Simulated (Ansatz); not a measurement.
`C[O][Cd][OH]` and `[OH][Cd][O][SiH3]` differ in one atom or group.

Ansatz, PBE0-D4/def2-TZVP geometries, multiplicity 1. Each molecule was computed in one conformer, which needn't be the lowest.

Elements past krypton have def2 core potentials.

| property | `C[O][Cd][OH]` |
| --- | --- |
| HOMO–LUMO gap (B3LYP/def2-TZVPP) / eV | 5.29 |
| HOMO energy (PBE0/def2-TZVPP) / eV | -7.26 |
| HOMO–LUMO gap (PBE/def2-TZVPP) / eV | 3.45 |
| HOMO–LUMO gap (ωB97M-V/def2-TZVPP) / eV | 9.91 |
| HOMO–LUMO gap (PBE0/def2-TZVPP) / eV | 5.84 |
| LUMO energy (B3LYP/def2-TZVPP) / eV | -1.76 |

Problem. What does the change do to each property? (Estimate.)

Solution. The calculation gave: 
| property | `[OH][Cd][O][SiH3]` | shift |
| --- | --- | --- |
| HOMO–LUMO gap (B3LYP/def2-TZVPP) / eV | 5.81 | 0.52 |
| HOMO energy (PBE0/def2-TZVPP) / eV | -8.11 | -0.85 |
| HOMO–LUMO gap (PBE/def2-TZVPP) / eV | 3.97 | 0.52 |
| HOMO–LUMO gap (ωB97M-V/def2-TZVPP) / eV | 10.41 | 0.50 |
| HOMO–LUMO gap (PBE0/def2-TZVPP) / eV | 6.36 | 0.52 |
| LUMO energy (B3LYP/def2-TZVPP) / eV | -2.09 | -0.33 |

With PBE0 the HOMO falls by 0.85 eV and the LUMO falls by 0.33 eV, so the gap widens by about 0.52 eV. PBE moves the HOMO by -0.86 eV and ωB97M-V by -0.79 eV.

B3LYP here is the variant with VWN-RPA as its local correlation; programs differ in this.
